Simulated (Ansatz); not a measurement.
A CCSD(T) single point on CH$_{7}$PSSi, SMILES `C[SiH2]SP`.

```yaml
crystal:
  periodic: [false, false, false]
  atoms:
    - {symbol: C, position_ang: [-0.906250, 1.819417, 0.142511]}
    - {symbol: Si, position_ang: [0.187084, 0.310430, 0.093558]}
    - {symbol: S, position_ang: [-0.998435, -1.385534, -0.456098]}
    - {symbol: P, position_ang: [0.485103, -2.896025, -0.417844]}
    - {symbol: H, position_ang: [-1.706706, 1.696547, 0.874983]}
    - {symbol: H, position_ang: [-1.357005, 2.005664, -0.834458]}
    - {symbol: H, position_ang: [-0.319062, 2.698317, 0.421547]}
    - {symbol: H, position_ang: [1.282154, 0.466193, -0.902088]}
    - {symbol: H, position_ang: [0.805796, 0.045817, 1.420907]}
    - {symbol: H, position_ang: [1.503692, -2.230633, -1.155248]}
    - {symbol: H, position_ang: [1.089031, -2.587192, 0.832729]}
basis:
  gaussian: {orbitals: def2-SVP}
correlation: {method: ccsd_t}
```

```sh
$ ansatz run in.yaml --threads 4 --pin off --events-out ev --progress --plain
```

The program prints (abridged):

```
Functional definition: HF
994 factors; integrals over basis functions are off by at most 1.2e-3 eV
mean field evaluation 1: about -29082.2399 eV, gradient 2.4e1 eV
mean field evaluation 2: about -29082.2461 eV, gradient 2.4e1 eV
mean field evaluation 4: about -29084.2704 eV, gradient 2.6e0 eV
mean field evaluation 8: about -29084.3036 eV, gradient 1.1e-4 eV
mean field -29084.30362804 eV, -1068.8284442813 hartree, gradient 1.2e-6 eV, S^2 0.000000; 0 other end points of the search recorded, 0 dependent functions left out
16 core orbitals not correlated: weight in the atoms' cores, before any rotation towards them, 1.000 or more for the frozen orbitals, at most 0.000 for the correlated occupied ones
reference -29084.30362804 eV, -1068.8284442813 hartree; 13, 13 occupied and 74, 74 virtual orbitals, 994 factors
second order -13.51469365 eV of doubles, -0.00000000 eV of singles
cycle   1  -14.81108361 eV  change    -1.3e0 eV  update   8.9e-2
cycle   2  -15.29930415 eV  change   -4.9e-1 eV  update   2.8e-2
cycle   3  -15.34904918 eV  change   -5.0e-2 eV  update   8.9e-3
cycle   4  -15.34706492 eV  change    2.0e-3 eV  update   2.7e-3
cycle   5  -15.34645408 eV  change    6.1e-4 eV  update   9.4e-4
cycle   6  -15.34631647 eV  change    1.4e-4 eV  update   3.6e-4
cycle   7  -15.34630255 eV  change    1.4e-5 eV  update   1.3e-4
cycle   8  -15.34632317 eV  change   -2.1e-5 eV  update   4.8e-5
cycle   9  -15.34631807 eV  change    5.1e-6 eV  update   1.7e-5
perturbative correction -0.45342781 eV, -0.0166631646 hartree
Total energy: -29100.10337391 eV, -1069.4090742327 hartree
```

Run time 2.4 s (4 threads of a server CPU on a shared host); peak host memory 0.4 GiB.

Correlation energy per correlated electron: -0.608 eV. T1 diagnostic: 0.0104.
